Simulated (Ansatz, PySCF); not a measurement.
BI3, triplet, at a GFN2-xTB geometry (a higher spin typed on purpose: for a closed-shell molecule this is an excited state) (all electrons, no relativity) (in this run its highest filled SCF level lies above zero, so its values depend strongly on the basis, on diffuse functions most of all). Base run: PBE/STO-3G (PySCF).

Input for PySCF:
```python
from pyscf import gto, scf, dft

mol = gto.M(
    atom='''
B    -0.00000000   -0.00000000    0.00000000
I     2.06079460   -0.36066386   -0.61755843
I    -0.76527340   -0.90866053    1.82948732
I    -1.29552119    1.26932438   -1.21192889
''',
    basis='sto-3g',
    spin=2,
    verbose=4,
)

mf = dft.UKS(mol)
mf.xc = 'pbe'
mf.kernel()
```

The same geometry, method and basis name were run in Ansatz (an electronic-structure program) and PySCF, at each program's defaults and at the settings that a row names. The base is PySCF at its defaults. Differences at the defaults can come from grids, fitting, cores and function types together.

```tsv
code and settings	ΔE vs base (mEh)	basis functions	E (Eh)	SCF cycles
PySCF, defaults (exact integrals, its default grid, spherical functions)	0.000	86	-20581.08244	10
Ansatz, defaults (factorised integrals, its default grid, spherical functions)	-0.002	86	-20581.08244	-
PySCF, fine grid	-0.002	86	-20581.08244	10
Ansatz, high accuracy	0.000	86	-20581.08244	-
```

Open shells are given as the SCF converged; they aren't shown to be the lowest states, and a large step between rows can be another state.
